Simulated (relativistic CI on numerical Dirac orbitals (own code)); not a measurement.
Crystal-field levels of Os2+, 5d6

Calculated by Dirac-Coulomb-Breit CI, KLI orbitals optimised for each configuration, QED by a radiative potential, valence Slater integrals scaled by 0.75, one configuration in a parametric crystal field (own radial code).

Field parameters in Wybourne normalisation: D3d B²₀ = −7Dσ, B⁴₀ = −14Dq − 21Dτ, B⁴₃ = −14√(10/7) Dq; Oh B⁴₀ = 21Dq, B⁴₄ = √(5/14) B⁴₀; Td as Oh with Dq negative (B⁴₀ = 21Dq, B⁴₄ = √(5/14) B⁴₀). The field is a parameter set, without covalency.

S and J are read from ⟨S²⟩ = S(S + 1) and ⟨J²⟩ = J(J + 1) of each level; they are not fictitious spins.

Td, 10Dq = -4100 cm⁻¹, the lowest 16 levels:

```tsv
E (cm⁻¹)	Degeneracy	Irrep	S	J
0.0	1	A1	1.88	3.86
203	2	E	1.85	3.75
216	3	T1	1.88	3.85
790	3	T2	1.84	3.76
2957	1	A2	1.96	3.00
4475	3	T2	1.84	3.01
5216	2	E	1.70	2.51
6295	3	T1	1.92	2.93
6599	3	T2	1.76	2.52
7951	3	T1	1.87	1.61
8053	1	A1	1.82	0.90
9564	3	T2	1.07	3.98
10945	2	E	1.14	4.06
11596	3	T1	1.03	4.91
11616	1	A1	0.99	5.24
13383	2	E	1.00	4.07
```

D3d, 10Dq = 37850, Dσ = 630, Dτ = -270 cm⁻¹, the lowest 16 levels:

| E (cm⁻¹) | Degeneracy | Irrep | S | J |
| --- | --- | --- | --- | --- |
| 0.0 | 1 | A1 | 0.09 | 4.46 |
| 28469 | 2 | E | 1.02 | 4.18 |
| 29066 | 2 | E | 1.00 | 3.95 |
| 29086 | 1 | A1 | 1.01 | 3.95 |
| 29921 | 1 | A2 | 0.96 | 4.24 |
| 30035 | 2 | E | 0.95 | 4.21 |
| 32857 | 1 | A1 | 1.02 | 3.82 |
| 33803 | 2 | E | 0.90 | 3.91 |
| 34126 | 1 | A2 | 0.89 | 3.93 |
| 35292 | 2 | E | 1.00 | 3.85 |
| 36223 | 1 | A1 | 1.01 | 3.73 |
| 36582 | 2 | E | 1.01 | 3.70 |
| 37279 | 1 | A2 | 0.68 | 4.53 |
| 37296 | 1 | A2 | 0.83 | 4.26 |
| 37454 | 2 | E | 0.49 | 4.83 |
| 44236 | 2 | E | 0.12 | 3.74 |

Oh, 10Dq = 42550 cm⁻¹, the lowest 10 levels:

```json
{"E (cm⁻¹)": "0.0", "Degeneracy": "1", "Irrep": "A1", "S": "0.07", "J": "4.47"}
{"E (cm⁻¹)": "34135", "Degeneracy": "2", "Irrep": "E", "S": "1.01", "J": "4.20"}
{"E (cm⁻¹)": "34705", "Degeneracy": "3", "Irrep": "T2", "S": "1.00", "J": "3.95"}
{"E (cm⁻¹)": "35628", "Degeneracy": "3", "Irrep": "T1", "S": "0.94", "J": "4.22"}
{"E (cm⁻¹)": "38369", "Degeneracy": "1", "Irrep": "A1", "S": "1.01", "J": "3.79"}
{"E (cm⁻¹)": "39513", "Degeneracy": "3", "Irrep": "T1", "S": "0.88", "J": "3.94"}
{"E (cm⁻¹)": "40906", "Degeneracy": "2", "Irrep": "E", "S": "1.00", "J": "3.82"}
{"E (cm⁻¹)": "42012", "Degeneracy": "3", "Irrep": "T2", "S": "1.01", "J": "3.69"}
{"E (cm⁻¹)": "42784", "Degeneracy": "1", "Irrep": "A2", "S": "1.00", "J": "3.80"}
{"E (cm⁻¹)": "42906", "Degeneracy": "3", "Irrep": "T1", "S": "0.48", "J": "4.84"}
```

D3d, 10Dq = 23300, Dσ = -840, Dτ = -320 cm⁻¹, the lowest 10 levels:

```csv
E (cm⁻¹),Degeneracy,Irrep,S,J
0.0,1,A1,0.25,4.39
13239,2,E,1.12,4.05
13668,1,A2,1.14,4.04
13717,2,E,1.08,3.88
14162,1,A1,1.07,3.85
15843,2,E,1.05,4.18
18631,1,A1,1.24,3.80
18984,2,E,1.07,3.84
20241,1,A2,1.18,3.71
20937,2,E,1.16,3.97
```

Oh, 10Dq = 11250 cm⁻¹, the lowest 16 levels:

| E (cm⁻¹) | Degeneracy | Irrep | S | J |
| --- | --- | --- | --- | --- |
| 0.0 | 1 | A1 | 0.84 | 4.04 |
| 3038 | 2 | E | 1.60 | 3.78 |
| 3646 | 3 | T1 | 1.63 | 3.79 |
| 3850 | 3 | T2 | 1.78 | 3.74 |
| 5501 | 3 | T2 | 1.64 | 3.21 |
| 7019 | 3 | T1 | 1.85 | 2.92 |
| 7256 | 1 | A1 | 1.61 | 3.77 |
| 9725 | 2 | E | 1.39 | 4.07 |
| 10359 | 3 | T1 | 1.16 | 4.17 |
| 11497 | 3 | T2 | 1.59 | 3.63 |
| 12638 | 2 | E | 1.16 | 4.21 |
| 13694 | 3 | T1 | 1.27 | 4.06 |
| 14010 | 3 | T2 | 1.04 | 4.27 |
| 14373 | 1 | A2 | 0.98 | 5.01 |
| 15108 | 3 | T1 | 0.89 | 4.44 |
| 15540 | 1 | A1 | 1.19 | 3.73 |

The free-ion ground term has S = 2. The field overcomes the spin-pairing energy for D3d, 10Dq = 37850, Dσ = 630, Dτ = -270 cm⁻¹; Oh, 10Dq = 42550 cm⁻¹; D3d, 10Dq = 23300, Dσ = -840, Dτ = -320 cm⁻¹; Oh, 10Dq = 11250 cm⁻¹, where the ground state has lower spin; these fields are assumed values.

Levels of this model without a field, named by their leading LS term (the scale mimics covalency, so terms lie below those of the real free ion): ⁵D4 0, ⁵D3 4037, ⁵D2 4152, ⁵D1 6140, ⁵D0 6426, ³H4 11582, ³H6 14121, ³H5 14199 cm⁻¹.
